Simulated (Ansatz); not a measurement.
FH5Si3, SMILES `F[SiH]1[SiH2][SiH2]1`. Charge 0, multiplicity 1. All single points use the PBE0-D4/def2-TZVP geometry.

```xyz
9

F    -2.611    0.500   -0.433
Si   -1.179    0.544    0.281
Si    0.302   -1.211    0.523
Si    0.877    0.696   -0.758
H    -1.256    1.386    1.501
H     0.177   -2.377   -0.388
H     0.851   -1.584    1.851
H     1.858    1.749   -0.393
H     0.979    0.296   -2.185
```

Question: What is the dipole moment at r2SCAN/def2-TZVPP? (An estimate is asked.)

Answer: The calculation gave: 1.20 D, with components (1.12, -0.05, 0.44) D in this frame, pointing from negative to positive charge.

Question: And with PBE, B3LYP, ωB97M-V? (Estimate.)

Answer: Ansatz gave: PBE 1.16 D, B3LYP 1.26 D, ωB97M-V 1.24 D.

Question: Give the Mulliken charges with r2SCAN, ωB97M-V, B3LYP in def2-TZVPP. (Best estimate.)

Answer: The calculation gave: 
```tsv
atom	r2SCAN	ωB97M-V	B3LYP
F1	-0.31	-0.30	-0.31
Si2	0.45	0.38	0.45
Si3	0.07	-0.02	0.05
Si4	0.07	-0.02	0.05
H5	-0.07	-0.03	-0.07
H6	-0.05	0.00	-0.04
H7	-0.06	-0.01	-0.05
H8	-0.06	-0.01	-0.05
H9	-0.05	0.00	-0.04
```

B3LYP here is the variant with VWN-RPA as its local correlation; programs differ in this.
